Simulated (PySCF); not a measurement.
## O+: excitation energy

O+ [He] 2s2 2p3 (4S) → O+ [He] 2s2 2p2 3s1, s spin flipped, as a difference of total energies. Calculation: PySCF 2.14, in dyall-av2z; the non-relativistic Hamiltonian (point nucleus). Correlated levels: valence: 1s2 frozen; virtual orbitals above 40 to 60 times the deepest correlated orbital energy dropped. The calculations carry no spin-orbit coupling.

| method | excitation energy (eV) |
| --- | --- |
| UHF | 23.225 |
| MP2 (valence) | 23.475 |
| SCS-MP2 (valence) | 23.264 |

How much does correlation contribute at MP2 (valence)?

23.475 − (23.225) = 0.250 eV, measured against UHF.

The upper determinant mixes two multiplicities, so it lies between the two terms.

The promoted electron is Rydberg-like, and one or two diffuse shells describe it only roughly, which tends to raise the upper state.

The coupled-cluster amplitudes are large for the upper state (T1 above 0.03 or a double amplitude above 0.15), so a single reference is strained.
